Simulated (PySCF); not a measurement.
**FRuN + HCl → ClRuN + HF**

Level: PBE0 in the def2-TZVP basis family, computed in PySCF with density fitting; scalar-relativistic core potentials for atoms from Rb on, none lighter, no spin–orbit coupling; open shells unrestricted.

```json
{"species": "FRuN", "state and structure": "singlet, Cs, Ru–F 1.914 Å, Ru–N 1.548 Å; F–Ru–N 156.2°", "E (Eh)": "-249.35711", "ZPE (kJ/mol)": "12.0", "H(298 K) − H(0) (kJ/mol)": "12.1", "S° (J/(mol K))": "275.5"}
{"species": "HCl", "state and structure": "singlet, C∞v, H–Cl 1.279 Å", "E (Eh)": "-460.66440", "ZPE (kJ/mol)": "17.9", "H(298 K) − H(0) (kJ/mol)": "8.7", "S° (J/(mol K))": "186.6"}
{"species": "ClRuN", "state and structure": "singlet, Cs, Ru–Cl 2.277 Å, Ru–N 1.543 Å; Cl–Ru–N 139.9°", "E (Eh)": "-609.64901", "ZPE (kJ/mol)": "10.6", "H(298 K) − H(0) (kJ/mol)": "12.6", "S° (J/(mol K))": "289.9"}
{"species": "HF", "state and structure": "singlet, C∞v, H–F 0.920 Å", "E (Eh)": "-100.39188", "ZPE (kJ/mol)": "24.9", "H(298 K) − H(0) (kJ/mol)": "8.7", "S° (J/(mol K))": "173.6"}
```

(1) What is the electronic reaction energy?

(2) Add zero-point, thermal and entropy terms for 298.15 K and 1 bar.

Answers

(1) At PBE0/def2-TZVP, ΔE = -50.9 kJ/mol from the differences of the total energies times 2625.5, downhill. 

(2) ΔZPE = 5.6 and Δ[H(298) − H(0)] = 0.5 kJ/mol give ΔH° = -44.8 kJ/mol. ΔS° = 1.4 J/(mol K), so ΔG° = -44.8 − 298.15 × (0.0014) = -45 kJ/mol and log₁₀K = 7.9.

The structures come from searches over a few start shapes, so lower isomers are not excluded.
